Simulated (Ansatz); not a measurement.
[PrCl6]3- (PrCl₆³⁻), 7 atoms. Hardware: 4 threads of Arm Neoverse V1 on a shared host.

In the def2 sets Pr takes a core potential; there is no spin–orbit coupling. Correlated methods freeze 34 core orbitals; core or outer-core shells of Pr are correlated, in sets that lack core-valence functions. With an open 4f shell the SCF may have ended on a state above the lowest. A multiply charged anion in the gas phase is held together partly by the finite basis. Removing one electron lowers the energy by 1.79 eV at PBE0-D4/def2-TZVP, so it isn't bound.

Q: How many basis functions does each of these Ansatz runs have, and roughly what does it cost? PBE0-D4/def2-SVP, charge -3 triplet, energy, from earlier orbitals; B97M-V/def2-TZVP, charge -3 triplet, energy, from earlier orbitals; PBE0-D4/def2-TZVP, charge -2 doublet at the geometry of the charge -3 triplet, energy, from earlier orbitals; CAM-B3LYP-D4/def2-TZVP, charge -2 doublet at the geometry of the charge -3 triplet, energy, from earlier orbitals; r2SCAN-D4/def2-TZVP, charge -3 triplet, energy and forces, from earlier orbitals; MP2/def2-TZVP, charge -3 triplet, energy, from earlier orbitals; PBE-D4/def2-SVP, charge -3 triplet, energy, from earlier orbitals; PBE0-D4/def2-TZVP, charge -3 triplet, energy and forces, from earlier orbitals; PBE0-D4/def2-SVP, charge -3 triplet, energy with a search over starts; PBE0-D4/def2-SVP, charge -2 doublet at the geometry of the charge -3 triplet, energy with a search over starts; CAM-B3LYP-D4/def2-TZVP, charge -3 triplet, energy, from earlier orbitals; PBE-D4/def2-TZVP, charge -2 doublet at the geometry of the charge -3 triplet, energy, from earlier orbitals.

A: Other jobs shared the machine, so times can vary by a factor of up to 3.

```tsv
run	functions	fitting or Cholesky vectors	wall time	peak host memory (GiB)
PBE-D4/def2-SVP, charge -3 triplet, energy, from earlier orbitals	186	1836	29 s	0.72
PBE0-D4/def2-SVP, charge -3 triplet, energy, from earlier orbitals	186	1653	52 s	1.2
PBE-D4/def2-TZVP, charge -2 doublet at the geometry of the charge -3 triplet, energy, from earlier orbitals	315	2315	52 s	1.7
CAM-B3LYP-D4/def2-TZVP, charge -3 triplet, energy, from earlier orbitals	315	2009	3.1 min	2.9
PBE0-D4/def2-SVP, charge -2 doublet at the geometry of the charge -3 triplet, energy with a search over starts	186	1653	3.4 min	1.8
PBE0-D4/def2-SVP, charge -3 triplet, energy with a search over starts	186	1653	3.4 min	1.4
MP2/def2-TZVP, charge -3 triplet, energy, from earlier orbitals	315	2009	3.6 min	2.3
CAM-B3LYP-D4/def2-TZVP, charge -2 doublet at the geometry of the charge -3 triplet, energy, from earlier orbitals	315	2009	3.9 min	2.9
r2SCAN-D4/def2-TZVP, charge -3 triplet, energy and forces, from earlier orbitals	315	2315	5.4 min	1.9
PBE0-D4/def2-TZVP, charge -2 doublet at the geometry of the charge -3 triplet, energy, from earlier orbitals	315	2537	6.7 min	2.4
B97M-V/def2-TZVP, charge -3 triplet, energy, from earlier orbitals	315	2315	13 min	2.7
PBE0-D4/def2-TZVP, charge -3 triplet, energy and forces, from earlier orbitals	315	2537	14 min	2.6
```
